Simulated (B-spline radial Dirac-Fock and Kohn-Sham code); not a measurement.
## Elastic and transport cross sections of helium for electrons

Model: relativistic (Dirac) partial waves in the static field of the Dirac-Fock atom with Furness-McCarthy exchange, without polarisation or absorption potentials. Program: a radial finite-basis atomic code. Below a few hundred eV the neglected polarisation potential matters, most of all at small angles. σ_tr1 and σ_tr2 weight the cross section with 1 − P₁ and 1 − P₂ of cos θ; "backward" is the share scattered beyond 90°.

```tsv
energy (eV)	σ (a₀²)	σ_tr1 (a₀²)	σ_tr2 (a₀²)	σ/σ_tr1	backward (%)
50	4.21	2.77	3.57	1.52	27
67	3.07	1.77	2.46	1.73	22
78.3	2.58	1.38	1.99	1.87	19
78.6	2.57	1.37	1.98	1.87	19
98.9	?	?	?	?	?
100	1.96	0.928	1.42	2.12	16
111	1.75	0.781	1.22	2.24	14
118	1.63	0.705	1.12	2.31	14
138	1.36	0.542	0.890	2.52	12
200	0.899	0.288	0.508	3.12	8.2
205	0.874	0.276	0.489	3.17	8.0
217	0.820	0.250	0.448	3.28	7.6
234	0.754	0.220	0.398	3.43	7.1
239	0.737	0.212	0.386	3.48	6.9
247	0.710	0.200	0.366	3.55	6.7
266	0.654	0.176	0.326	3.72	6.2
273	0.636	0.168	0.313	3.78	6.1
300	0.573	0.143	0.270	4.01	5.5
383	0.439	0.0934	0.182	4.70	4.3
500	0.329	0.0585	0.118	5.63	3.3
560	0.292	0.0479	0.0983	6.08	2.9
644	0.251	0.0375	0.0781	6.71	2.5
```

Question: Fill in the row for 98.9 eV.

Answer: σ = 1.99 a₀², σ_tr1 = 0.945 a₀², σ_tr2 = 1.44 a₀², σ/σ_tr1 = 2.10, backward 16 %. The ratio σ/σ_tr1 is roughly the number of elastic collisions that randomise the direction.

Values without a named source are computed, but for edge energies of neutral atoms, which are taken from tables.
